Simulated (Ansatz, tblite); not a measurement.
Isomers of SiTe₂⁺ (doublet), found by a short tight-binding search and relaxed with B3LYP-D4/def2-TZVP in Ansatz.

In the def2 sets Te takes a core potential; there is no spin–orbit coupling. The xTB rows come from tblite. Correlated methods freeze 13 core orbitals; core or outer-core shells of Te are correlated, in sets that lack core-valence functions. In CCSD on the charge 1 doublet the largest single amplitude is 0.21, so its Hartree–Fock determinant may place the open shell otherwise than the density functionals do.

Run but left out: HF/def2-TZVPP, PBE-QIDH/def2-TZVP, MP2/def2-TZVPP (A: ⟨S²⟩ 1.02 to 1.21, where a pure state has 0.75).

A: At PBE-D4/def2-TZVP the gap within one spin of the charge 1 doublet nearly closes, so an electron or hole may be smeared out by delocalisation error. At r2SCANh-D4/def2-TZVP, CCSD(T)/def2-TZVPP the charge 1 doublet is spin-contaminated (final ⟨S²⟩ up to 1.21, 0.75 for a pure state). B: At CCSD(T)/def2-TZVPP the charge 1 doublet is spin-contaminated (final ⟨S²⟩ up to 0.85, 0.75 for a pure state).

Other spin states were run for one of them alone.

A:

```
atom    x (Å)    y (Å)    z (Å)
 Si1   0.0007   0.0038  -0.0042
 Te2  -1.5653  -1.1204  -1.2590
 Te3   1.5647   1.1167   1.2632
```

B:

```xyz
3

Si    1.449    0.046   -0.195
Te   -0.642   -1.333    0.405
Te   -0.807    1.287   -0.210
```

Problem. Estimate which lies lowest at each level, and how far above it the others are (kJ/mol).

Solution. 
```json
{"level": "GFN1-xTB", "A": "2.6", "B": "0.0"}
{"level": "GFN2-xTB", "A": "90.4", "B": "0.0"}
{"level": "PBE-D4/def2-TZVP", "A": "76.6", "B": "0.0"}
{"level": "r2SCAN-D4/def2-TZVP", "A": "63.3", "B": "0.0"}
{"level": "r2SCANh-D4/def2-TZVP", "A": "67.3", "B": "0.0"}
{"level": "PBE0-D4/def2-TZVP", "A": "82.9", "B": "0.0"}
{"level": "CCSD/def2-TZVPP", "A": "74.4", "B": "0.0"}
{"level": "CCSD(T)/def2-TZVPP", "A": "74.8", "B": "0.0"}
```
Point groups (tolerance 0.1 Å): A D∞h, B C2v. Lower isomers may exist.
